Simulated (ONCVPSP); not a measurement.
**What one change does to a pseudopotential (Ta (Z = 73), ONCV)**

| Item | Value |
| --- | --- |
| Element | Ta |
| Generator | ONCVPSP 4.0.1 |
| Type | optimised norm-conserving Vanderbilt (ONCV) |
| Functional | revPBE |
| Relativity | fully relativistic |
| Frozen core | [Kr] 4d10 4f14 |
| Valence charge | 13 |
| Reference configuration | 5s2 5p6 5d4 6s1 |
| Partial waves | 5s+6s: rc 1.80 bohr, ncon 3, nbas 6, qcut 8.7 1/bohr, 2 projectors; 5p: rc 1.50 bohr, ncon 5, nbas 9, qcut 4.6 1/bohr, 2 projectors, debl 3.6 Ha; 5d: rc 3.00 bohr, ncon 4, nbas 9, qcut 5.9 1/bohr, 2 projectors, debl 1.2 Ha |
| Local potential | polynomial inside 1.50 bohr (lpopt 5, dvloc0 0 Ha) |
| Core correction | polynomial model core, fcfact 0.2 |

Open shells are filled in proportion to 2j + 1.

All-electron outer shells of the reference configuration (revPBE, scalar-relativistic, ld1.x):

| shell | level (eV) | outermost node (bohr) | outermost maximum (bohr) |
| --- | --- | --- | --- |
| 5s | -71.28 | 0.54 | 0.98 |
| 5p | -37.81 | 0.58 | 1.13 |
| 4f | -22.97 | – | 0.44 |
| 6s | -4.90 | 1.33 | 2.81 |
| 5d | -2.59 | 0.65 | 1.60 |

Change: p: qcut 6.4.

Cutoffs: the cutoffs (Ha) at which the residual kinetic energy of the hardest occupied pseudo-wave falls to 1 and 0.1 mHa per electron; they do not see the model core or the augmentation charge, which bear on the density cutoff. Errors are all-electron minus pseudo energies relative to the spin-unpolarised reference configuration.

Task: What does the change do?

Result: The potential gets softer (98 Ha and 117 Ha → 52 Ha and 109 Ha); the errors of the 4 common tests hardly move; neither file shows a bound ghost.

```csv
quantity,base,changed
"cutoff, loose",98 Ha,52 Ha
"cutoff, tight",117 Ha,109 Ha
loose cutoff by channel,"s 20 Ha, p 98 Ha, d 10 Ha","s 20 Ha, p 52 Ha, d 10 Ha"
bound ghosts,none,none
GHOST(+) flags under 300 eV,s at 285.3 eV,s at 285.3 eV
"error for 5s2 5p6 5d3 6s2, meV [ΔE -2.08 eV]",+4.1,+4.2
"error for 5s2 5p6 5d3 6s1, meV [ΔE 6.32 eV]",+1.2,+1.3
"error for 5s2 5p6 5d3 6s0, meV [ΔE 21.15 eV]",-7.3,-7.4
"error for 5s2 5p6 5d4 6s0, meV [ΔE 7.71 eV]",+0.2,+0.2
s: phases at 1.83 bohr within 0.05 rad from the reference energy up to (Ha; the scan ends near 5),to the end of the scan,to the end of the scan
p3/2: phases at 1.52 bohr within 0.05 rad from the reference energy up to (Ha; the scan ends near 5),to the end of the scan,to the end of the scan
p1/2: phases at 1.52 bohr within 0.05 rad from the reference energy up to (Ha; the scan ends near 5),to the end of the scan,to the end of the scan
d5/2: phases at 3.05 bohr within 0.05 rad from the reference energy up to (Ha; the scan ends near 5),3.5,3.5
d3/2: phases at 3.05 bohr within 0.05 rad from the reference energy up to (Ha; the scan ends near 5),3.4,3.4
"rms error of d²Exc/dni dnj with the model core, mHa",3.04,3.05
```
